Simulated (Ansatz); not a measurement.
Ansatz (a quantum-chemistry and plane-wave program) input:

Ansatz 0.2 input:
```yaml
crystal:
  periodic: [false, false, false]
  atoms:
    - {symbol: C, position_ang: [1.16415297, -0.10205851, -0.42726877]}
    - {symbol: N, position_ang: [0.63102203, -1.23167218, -0.50521290]}
    - {symbol: C, position_ang: [-0.68143417, -1.22628947, -0.04902416]}
    - {symbol: C, position_ang: [-1.11007099, -0.01240266, 0.38189915]}
    - {symbol: S, position_ang: [0.16744167, 1.15930947, 0.21161014]}
    - {symbol: H, position_ang: [-1.25680093, -2.13868335, -0.06180368]}
    - {symbol: H, position_ang: [-2.07530684, 0.25594090, 0.77889446]}
basis:
  gaussian:
    orbitals: def2-TZVPD
hamiltonian:
  xc: {name: r2SCANh}
magnetization: {spin_polarized: true, initial_magnetization: 1}
output: {forces: true}
```

**Question.** Predict the final energy.

**Answer.** -568.31522 Eh (r2SCANh/def2-TZVPD). The basis has 212 functions.

It need not be the lowest isomer of its formula.
